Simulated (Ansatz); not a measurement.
Reaction (substitution at a C–Si bond): `C[SiH](F)P` + `NCS[SiH3]` → `CNCS[SiH3]` + `F[SiH2]P`

Isolated molecules relaxed with PBE0-D4/def2-TZVP in Ansatz; ΔE leaves out vibrations. CBS: MP2 limit from def2 TZ/QZ plus the TZ coupled-cluster correction, frozen cores. Functionals use def2-TZVPP. B3LYP here is the variant with VWN-RPA as its local correlation; programs differ in this. Each species was taken in one conformer, which may not be the lowest.

`C[SiH](F)P`:

Cartesian coordinates in Å:
```
C 0.379 0.365 1.237
Si 0.620 -0.013 -0.564
F 1.258 1.285 -1.262
P -1.252 -0.526 -1.703
H -0.031 -0.506 1.755
H 1.331 0.627 1.705
H -0.314 1.199 1.372
H 1.578 -1.135 -0.752
H -1.497 -1.641 -0.854
H -2.073 0.344 -0.935
```

`NCS[SiH3]`:

Z-matrix (Å, degrees):
```
C
S 1 1.833
N 1 1.438 2 108.0
H 1 1.099 2 107.9 3 -125.3
H 1 1.091 2 108.3 3 117.8
Si 2 2.124 1 99.2 3 152.9
H 3 1.012 1 111.1 2 166.9
H 3 1.012 1 111.4 2 -71.6
H 6 1.483 2 106.2 1 -176.4
H 6 1.489 2 110.7 1 -56.6
H 6 1.488 2 112.4 1 63.9
```

`CNCS[SiH3]`:

Z-matrix (Å, degrees):
```
C
N 1 1.447
H 1 1.091 2 109.3
H 1 1.093 2 109.2 3 -117.7
H 1 1.099 2 113.8 3 121.7
C 2 1.414 1 115.8 3 177.2
H 2 1.011 1 111.5 3 -54.3
S 6 1.883 2 113.5 1 63.6
H 6 1.090 2 110.1 1 -176.5
H 6 1.092 2 109.8 1 -56.0
Si 8 2.118 6 98.8 2 173.2
H 11 1.489 8 111.0 6 -57.1
H 11 1.483 8 107.1 6 -177.1
H 11 1.489 8 111.6 6 62.9
```

`F[SiH2]P`:

```xyz
7

F    -0.775   -0.275   -1.942
Si   -0.704   -0.068   -0.355
P     1.350    0.664    0.176
H    -1.689    0.975    0.024
H    -1.068   -1.365    0.268
H     1.895   -0.644    0.276
H     0.992    0.712    1.553
```

```tsv
level	ΔE (kJ/mol)	difference from CCSD(T)/CBS
PBE-D4	62.3	-5.3
r2SCAN-D4	65.3	-2.3
PBE0-D4	65.6	-2.0
B3LYP-D4	61.9	-5.7
ωB97X-V	64.8	-2.8
ωB97M-V	69.3	1.7
B2PLYP	64.1	-3.5
PBE	62.7	-4.9
r2SCAN	65.5	-2.1
PBE0	65.8	-1.8
B3LYP	62.4	-5.2
HF/def2-TZVPP	62.1	-5.5
MP2/def2-TZVPP	66.9	-0.7
SCS-MP2/def2-TZVPP	63.4	-4.2
CCSD/def2-TZVPP	65.6	-2.0
CCSD(T)/def2-TZVPP	64.7	-2.9
HF/def2-QZVPP	62.2	-5.4
MP2/def2-QZVPP	68.6	1.0
SCS-MP2/def2-QZVPP	65.2	-2.4
HF/CBS(def2)	62.2	-5.4
MP2/CBS(def2)	69.8	2.2
CCSD/CBS(def2)	68.5	0.9
CCSD(T)/CBS	67.6	0
```

Largest T1 diagnostic among the species: 0.013.

From PBE to PBE0 (25 % exact exchange), in def2-TZVPP and without D4, ΔE moves by +3.1 kJ/mol.
